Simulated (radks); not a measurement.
Results of a calculation; reference values are marked as such.
Question: Level of theory: non-relativistic Kohn-Sham, LDA (Slater exchange, Perdew-Wang correlation), spin-unpolarised, spherical densities, point nucleus (a radial shooting solver on a logarithmic mesh with Libxc functionals). Response by self-consistent Sternheimer equations with the Hartree and adiabatic LDA kernel. Estimate the static dipole polarisabilities of Be ([He] 2s2) and Mg8+ ([He] 2s2) and the C6 coefficients of the three pairs.

Answer: alpha = 43.80 and 0.2495 bohr^3; C6 = 263.9 (Be-Be), 2.663 (Be-Mg8+), 0.05912 (Mg8+-Mg8+) hartree bohr^6.
